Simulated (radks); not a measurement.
Species: Mg II. Configuration: [He] 2s2 3s2 2p(up 2.75, down 2.25) (fractional occupations, a model configuration).

Method: scalar-relativistic Kohn-Sham, PBE, spin-polarised, spherical densities, point nucleus; computed with a radial shooting solver on a logarithmic mesh with Libxc functionals.

Energy parts (hartree):
total: -198.13479
kinetic: 198.40298
electron-nucleus: -466.95076
Hartree: 85.92416
exchange-correlation: -15.51117

Orbitals (lengths in bohr, moments of r in powers of bohr):
orbital,occ.,eigenvalue (hartree),<r^2>
1s up,1,-47.45873,0.02299
1s down,1,-47.43585,0.02297
2s up,1,-3.84680,0.5435
2s down,1,-3.79957,0.5473
2p up,2.75,-2.64163,0.5289
2p down,2.25,-2.59106,0.5358
3s up,1,-0.52358,7.052
3s down,1,-0.52033,7.121

The highest occupied level is 3s down at -14.159 eV. Summed over all electrons, <r^2> = 17.97 bohr^2, which gives a Langevin (diamagnetic) susceptibility term of -14.2 x 10^-6 cm^3/mol. Spin moment in Bohr magnetons: 0.5. The density falls to 0.001 e/bohr^3 at r = 3.98 bohr.

Run on one thread of a shared host, so times are rough (Arm Neoverse V1): 0.1 s of CPU time, 0.1 s wall, 14 iterations on 2476 mesh points.
